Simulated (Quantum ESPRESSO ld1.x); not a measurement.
Q: The mean radii <r> (bohr) of the occupied orbitals of an atom or ion are listed with their occupations. All-electron calculation, scalar-relativistic Kohn-Sham, PBE, spin-unpolarised, spherical densities, point nucleus. Program: ld1.x of Quantum ESPRESSO 7.5.

orbital  occ.      <r>
1s          2  0.01743
2s          2  0.07360
2p          6  0.06624
3s          2   0.1904
3p          6   0.1913
3d         10   0.1733
4s          2   0.4233
4p          6   0.4505
4d         10   0.4784
5s          2   0.9755
4f         14   0.5347
5p          6    1.125
5d          6    1.545

Name the element and its charge.

A: Z = 77, iridium, charge +3: Ir3+ in [Xe] 4f14 5d6. The 1s radius gives Z: for a bare nucleus <r> = (2 gamma + 1)/(2Z) with gamma = sqrt(1 - (Z/c)^2), 0.01724 bohr for Z = 77, and screening makes it slightly larger (0.01743 here). The occupations add up to 74, and the charge is Z minus that.
